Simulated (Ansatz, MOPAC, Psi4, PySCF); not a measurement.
Noncovalent pair: CH4OSe (SMILES CO[SeH]) (first 7 atoms) with CH4 (SMILES C); geometry from B3LYP-D3(BJ)/def2-TZVP, rigid monomers moved along the line of their centres of mass till O2···H12 is 3.10 Å.
(charge 0, multiplicity 1):
```xyz
12

C      1.8353     0.8063     0.8019
O      0.4378     0.7690     0.5231
Se    -0.2413    -0.8850     0.2262
H      2.0930     0.1789     1.6584
H      2.0649     1.8478     1.0322
H      2.4225     0.4897    -0.0653
H      0.1688    -0.9781    -1.1963
C     -0.0676     0.0492     4.3535
H      0.1872    -0.9307     3.9506
H     -0.9324    -0.0439     5.0091
H      0.7773     0.4366     4.9220
H     -0.2995     0.7294     3.5357
```

Counterpoise-corrected where a basis set is named; no monomer relaxation.

Frozen-core correlation. Filled d and f shells under p-block atoms count as core. Rows in 6-31G* carry no dispersion term and start afresh at each structure (6-31G* with six Cartesian d functions); the Pople sets are all-electron and without relativity. The state reached by PM3, PM7 isn't checked; PM7 holds dispersion and hydrogen-bond terms.

Programs: Ansatz (Gaussian orbitals); MOPAC for PM3, PM7 (differences of heats of formation); Psi4 for SAPT; PySCF for 6-31G* rows, the dispersion terms. Values without a source in brackets are computed.

```csv
level,interaction energy (kcal/mol)
PM3,-0.42
PM7,-0.62
HF/6-31G*,0.13
r2SCAN-D4/def2-TZVPPD,-1.08
B3LYP-D4/def2-TZVPPD,-1.17
wB97X-V/def2-TZVPPD,-1.14
CCSD/aug-cc-pVDZ,-0.83
CCSD(T)/aug-cc-pVDZ,___
SAPT0/aug-cc-pVDZ,-1.10
```

Problem. What belongs in the gaps?

Solution. 
- CCSD(T)/aug-cc-pVDZ, interaction energy (kcal/mol): -0.98

Ansatz is a program for electronic structure.
